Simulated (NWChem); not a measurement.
CH₆BOP; SMILES PB(O)C

```xyz
10

B     -0.0899    -0.4718     0.0050
C      1.1939    -1.3870     0.0240
H      1.6443    -1.3981    -0.9842
H      0.9879    -2.4333     0.3062
H      1.9695    -0.9942     0.7002
O     -1.3497    -0.9736     0.0179
H     -1.3686    -1.9364     0.0665
P      0.0495     1.4573     0.0852
H     -1.0023     1.7719    -0.8220
H      1.1101     1.6014    -0.8565
```
Atoms are numbered in this order, from 1.

Results from NWChem. The geometry was optimised at PBE0/def2-SVP.

Problem. Taking PBE0/pcseg-2 as the yardstick, which of these has the fewest basis functions while keeping “highest occupied level (eV)” within 0.1 eV of it: PBE0/STO-3G; PBE0/def2-SVP; PBE0/aug-pcseg-1; PBE0/pcseg-1?

Solution. PBE0/pcseg-1.
| level | basis functions | highest occupied level (eV) | relative time (rough) |
|---|---|---|---|
| PBE0/STO-3G | 30 | -3.88 | 1 |
| PBE0/pcseg-1 | 90 | -7.07 | 4 |
| PBE0/def2-SVP | 90 | -6.93 | 3 |
| PBE0/aug-pcseg-1 | 150 | -7.12 | 20 |
| PBE0/pcseg-2 | 208 | -7.09 | 20 |

The yardstick is one finite set, not the basis-set limit.
